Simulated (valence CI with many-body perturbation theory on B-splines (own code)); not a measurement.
La⁵⁺: E2, M1 decay

Level of theory: relativistic CI+MBPT: six valence electrons over a frozen Dirac-Fock core [Kr] 4d10, a basis of 9 s, 9 p, 8 d, 6 f, 3 g, 1 h functions for each j, with the one-electron correlation potential Σ1 (screened to all orders), the two-electron term Σ2, the three-electron term Σ3, Breit, model QED; selected single and double excitations, second order for the rest, scaled by the run's own slope (own B-spline code, finite nucleus).

With an open or low-lying f shell, different configurations can be misplaced against each other by up to about 5,000 cm⁻¹. No measured levels were compared; by estimate levels hold to about 250 cm⁻¹ or 0.2 % of their energy and the worst to 1 %, as in measured heavy ions of charge 2 to 7; those with d or f electrons hold less well. Among the levels kept, up to 880 cm⁻¹ of a level comes from second order outside the variational space, and about a tenth of that is noise between levels of different J, which matters for small intervals.

Lines 1 to 50 of 94 in falling wavelength, among levels below 161940 cm⁻¹, chosen from the decays that carry over 1 % of a level's rate. Wavelengths and rates use the calculated energies, so an error of 300 cm⁻¹ moves a line at 14070 Å by 4.2 % and its rate by three times that or more. Electric multipoles are in the length gauge, E1 and E2 with the static RPA response of the core. Weak lines are less certain than strong ones. Lines between different terms over intervals too small for the method are left out, as are lines whose strength nearly cancels. Where a level lies close to another of its J and parity, the split of strength between their lines is uncertain. Branching is blank where the lifetime is uncertain.

Names give the largest LS component (configuration and term), which can be under half, so a name can repeat, a term be missing and a line seem to break the LS rules; names also repeat where a configuration has a term twice. Letters in brackets count levels of one name in rising energy.

```
λ vac (Å)                Upper                Lower  Type   A (s⁻¹)  Branch %
    44000      4f.5s2.5p3 5F_5      4f.5s2.5p3 5F_4    M1  2.69e-01          
    14070      4f.5s2.5p3 1H_5  4f.5s2.5p3 3F_4 [b]    M1  1.39e+00          
    13430      4f.5s2.5p3 3H_6      4f.5s2.5p3 3H_5    M1  3.56e+00      17.5
    13390         5s2.5p4 3P_1         5s2.5p4 3P_0    M1  5.08e+00       3.1
    11530         5s2.5p4 1D_2         5s2.5p4 3P_1    M1  1.50e+00       1.1
    10900      4f.5s2.5p3 3G_5      4f.5s2.5p3 3G_4    M1  6.34e+00          
    10680  4f.5s2.5p3 3F_4 [b]  4f.5s2.5p3 3F_4 [a]    M1  8.03e+00       7.2
     9649      4f.5s2.5p3 3H_5  4f.5s2.5p3 3F_4 [a]    M1  5.80e+00       6.8
     9564      4f.5s2.5p3 1H_5      4f.5s2.5p3 3G_4    M1  7.33e-01          
     7782         5s2.5p4 3P_0         5s2.5p4 3P_2    E2  1.74e-01     100.0
     7035      4f.5s2.5p3 3G_4  4f.5s2.5p3 3F_3 [a]    M1  2.67e+01       1.9
     6584      4f.5s2.5p3 3G_5  4f.5s2.5p3 3F_4 [a]    M1  2.44e+00          
     6128      4f.5s2.5p3 3G_4      4f.5s2.5p3 5F_5    M1  1.44e+01       1.0
     6074      4f.5s2.5p3 3G_3      4f.5s2.5p3 5F_2    M1  2.15e+01       1.8
     6071      4f.5s2.5p3 1H_5  4f.5s2.5p3 3F_4 [a]    M1  7.38e+00          
     5779      4f.5s2.5p3 3G_3      4f.5s2.5p3 5F_4    M1  1.20e+01       1.0
     5694  4f.5s2.5p3 3F_4 [b]  4f.5s2.5p3 3F_3 [a]    M1  6.29e+00       5.7
     5536      4f.5s2.5p3 3G_3      4f.5s2.5p3 5F_3    M1  3.79e+01       3.2
     5379      4f.5s2.5p3 3G_4      4f.5s2.5p3 5F_4    M1  2.60e+01       1.9
     5085  4f.5s2.5p3 3F_4 [b]      4f.5s2.5p3 5F_5    M1  1.20e+01      10.8
     4922         5s2.5p4 3P_1         5s2.5p4 3P_2    M1  1.57e+02      96.5
     4902  4f.5s2.5p3 3F_2 [b]      4f.5s2.5p3 5F_3    M1  5.64e+01       1.8
     4839      4f.5s2.5p3 3H_5      4f.5s2.5p3 5F_5    M1  7.61e+01      89.9
     4558  4f.5s2.5p3 3F_4 [b]      4f.5s2.5p3 5F_4    M1  2.79e+01      25.1
     4439      4f.5s2.5p3 1P_1      4f.5s2.5p3 5F_1    M1  3.29e+01       1.3
     4406  4f.5s2.5p3 3F_4 [b]      4f.5s2.5p3 5F_3    M1  1.22e+00       1.1
     4360      4f.5s2.5p3 3H_5      4f.5s2.5p3 5F_4    M1  1.83e+00       2.2
     4359      4f.5s2.5p3 1P_1      4f.5s2.5p3 5F_2    M1  5.39e+01       2.1
     4053      4f.5s2.5p3 1H_5  4f.5s2.5p3 3F_3 [a]    E2  2.10e-01          
     3923      4f.5s2.5p3 3G_5      4f.5s2.5p3 5F_5    M1  9.43e+00          
     3923      4f.5s2.5p3 3G_5      4f.5s2.5p3 5F_5    E2  6.55e-01          
     3735      4f.5s2.5p3 1H_5      4f.5s2.5p3 5F_5    M1  1.16e+00          
     3602      4f.5s2.5p3 3G_5      4f.5s2.5p3 5F_4    M1  2.34e+01          
     3557      4f.5s2.5p3 3H_6      4f.5s2.5p3 5F_5    M1  1.55e+01      75.8
     3557      4f.5s2.5p3 3H_6      4f.5s2.5p3 5F_5    E2  8.38e-01       4.1
     3449         5s2.5p4 1D_2         5s2.5p4 3P_2    M1  1.39e+02      97.1
     3449         5s2.5p4 1D_2         5s2.5p4 3P_2    E2  2.65e+00       1.9
     3443      4f.5s2.5p3 1H_5      4f.5s2.5p3 5F_4    M1  3.11e+00          
     3443      4f.5s2.5p3 1H_5      4f.5s2.5p3 5F_4    E2  4.03e-01          
     3355      4f.5s2.5p3 1H_5      4f.5s2.5p3 5F_3    E2  7.24e-01          
     3291      4f.5s2.5p3 3H_6      4f.5s2.5p3 5F_4    E2  4.91e-01       2.4
     3231         5s2.5p4 1S_0         5s2.5p4 1D_2    E2  2.67e+01       2.4
     2523         5s2.5p4 1S_0         5s2.5p4 3P_1    M1  1.08e+03      96.6
     1668         5s2.5p4 1S_0         5s2.5p4 3P_2    E2  1.17e+01       1.0
     1061      4f.5s2.5p3 5F_3         5s2.5p4 1D_2    E2  2.04e+00       2.3
     1061      4f.5s2.5p3 5F_3         5s2.5p4 1D_2    M1  9.38e-01       1.0
     1053      4f.5s2.5p3 5F_4         5s2.5p4 1D_2    E2  1.54e+00       2.8
     1006  4f.5s2.5p3 3F_3 [a]         5s2.5p4 1D_2    E2  2.78e+01       2.6
    971.7      4f.5s2.5p3 5F_3         5s2.5p4 3P_1    E2  1.61e+01      17.9
    953.1      4f.5s2.5p3 5F_1         5s2.5p4 3P_1    E2  3.65e+01      16.4
```
